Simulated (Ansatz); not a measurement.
One change: `OC1[SiH2][Se]1` becomes `CC1(O)[SiH2][Se]1`.

Ansatz, PBE0-D4/def2-TZVP geometries, multiplicity 1. Each molecule was computed in one conformer, which needn't be the lowest.

Scalar relativity is left out up to krypton. Spin–orbit coupling is left out; it splits and shifts lone-pair levels of the heavy atoms by tenths of an eV.

```
                                          property  `OC1[SiH2][Se]1`
                HOMO energy (PBE0/def2-TZVPP) / eV             -6.71
size of the dipole moment (ωB97M-V/def2-TZVPP) / D              1.48
             LUMO energy (ωB97M-V/def2-TZVPP) / eV              1.19
             HOMO energy (ωB97M-V/def2-TZVPP) / eV             -8.84
                 HOMO energy (PBE/def2-TZVPP) / eV             -5.58
               HOMO–LUMO gap (PBE/def2-TZVPP) / eV              4.19
```

(1) What does the change do to each property? (Best estimate.)

Results:

(1) Ansatz gave: 
```
                                          property  `CC1(O)[SiH2][Se]1`  shift
                HOMO energy (PBE0/def2-TZVPP) / eV                -6.56   0.15
size of the dipole moment (ωB97M-V/def2-TZVPP) / D                 2.00   0.52
             LUMO energy (ωB97M-V/def2-TZVPP) / eV                 1.20   0.01
             HOMO energy (ωB97M-V/def2-TZVPP) / eV                -8.70   0.14
                 HOMO energy (PBE/def2-TZVPP) / eV                -5.43   0.15
               HOMO–LUMO gap (PBE/def2-TZVPP) / eV                 4.04  -0.15
```

Dipoles are sizes alone; their direction can turn.

Positive LUMOs are unbound, so they and the gaps depend on the basis.
